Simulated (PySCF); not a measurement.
Ligands exchanged one at a time, Al Br-OH. Isolated molecules, 0 K electronic values unless said otherwise. One relaxed conformer stands for each flexible species; it need not be the lowest. Strings in code marks are SMILES.

The S1 excitation (TDA) from two functionals at the same geometries (PBE0-D4/def2-TZVP), both in PySCF: PBE-D3(BJ)/def2-TZVP and PBE0-D4/def2-TZVP. Excitations are Tamm–Dancoff values on a coarser integration grid. The basis has no diffuse functions, so Rydberg states are missing or too high.

| species | PBE0-D4/def2-TZVP (eV) |
|---|---|
| 0 of 3 Br replaced by OH (`[Br][Al]([Br])[Br]`) | 5.80 |
| 1 of 3 Br replaced by OH | 6.02 |
| 2 of 3 Br replaced by OH (`[OH][Al]([OH])[Br]` (H–O–Al–Br torsion 0°, Br–Al–O–H torsion -180°)) | 6.55 |
| 3 of 3 Br replaced by OH (`[OH][Al]([OH])[OH]`) | 7.01 |

Q: What does PBE-D3(BJ)/def2-TZVP give for each?

A: 
- 0 of 3 Br replaced by OH (`[Br][Al]([Br])[Br]`): 5.11
- 1 of 3 Br replaced by OH: 5.29
- 2 of 3 Br replaced by OH (`[OH][Al]([OH])[Br]` (H–O–Al–Br torsion 0°, Br–Al–O–H torsion -180°)): 5.79
- 3 of 3 Br replaced by OH (`[OH][Al]([OH])[OH]`): 6.07
Over these rows, drawn at random from the members with no instability flagged (it was tested for open shells, ions and some series alone), PBE minus PBE0-D4: mean -0.78 eV, from -0.94 eV to -0.68 eV.
